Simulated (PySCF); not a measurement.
BrOTa, neutral, multiplicity 3. Atoms are numbered in the order given.

```xyz
3

Ta    -0.1878     0.6788     0.0000
O      1.2382     1.6265     0.0000
Br     0.1087    -1.7875     0.0000
```
Charge 0, spin multiplicity 3.

The structure is a stationary point at B3LYP-D3(BJ)/def2-TZVP. The multiplicity is an assumed one; other spin states were not compared. The def2 effective core potentials stand for the cores of Ta; spin–orbit coupling is left out.

The numbers are results of TDA-LC-ωPBE/def2-SVPD run with PySCF, not measurements.

Vertical excitations. 

```json
[
 {"state": "root 1", "energy (eV)": "0.42", "λ (nm)": "2954", "f": "0.000", "main pairs": "α HOMO→LUMO 91 %"},
 {"state": "root 2", "energy (eV)": "1.24", "λ (nm)": "998", "f": "0.011", "main pairs": "α HOMO−1→LUMO 92 %"},
 {"state": "root 3", "energy (eV)": "2.05", "λ (nm)": "606", "f": "0.012", "main pairs": "α HOMO→LUMO+1 79 %, α HOMO→LUMO+4 14 %"},
 {"state": "root 4", "energy (eV)": "2.48", "λ (nm)": "501", "f": "0.025", "main pairs": "α HOMO−1→LUMO+1 82 %, α HOMO−1→LUMO+4 15 %"},
 {"state": "root 5", "energy (eV)": "2.85", "λ (nm)": "435", "f": "0.000", "main pairs": "α HOMO→LUMO+2 80 %"},
 {"state": "root 6", "energy (eV)": "3.26", "λ (nm)": "380", "f": "0.019", "main pairs": "α HOMO−1→LUMO+2 86 %"},
 {"state": "root 7", "energy (eV)": "4.04", "λ (nm)": "307", "f": "0.007", "main pairs": "α HOMO→LUMO+3 48 %, α HOMO→LUMO+5 22 %, α HOMO→LUMO+2 10 %"},
 {"state": "root 8", "energy (eV)": "4.59", "λ (nm)": "270", "f": "0.048", "main pairs": "α HOMO−1→LUMO+3 50 %, α HOMO−1→LUMO+5 23 %"},
 {"state": "root 9", "energy (eV)": "4.80", "λ (nm)": "258", "f": "0.078", "main pairs": "α HOMO→LUMO+4 70 %, α HOMO→LUMO+1 14 %"},
 {"state": "root 10", "energy (eV)": "5.02", "λ (nm)": "247", "f": "0.007", "main pairs": "α HOMO−2→LUMO 66 %, α HOMO−4→LUMO 11 %"}
]
```
Unrestricted roots are not spin-pure.
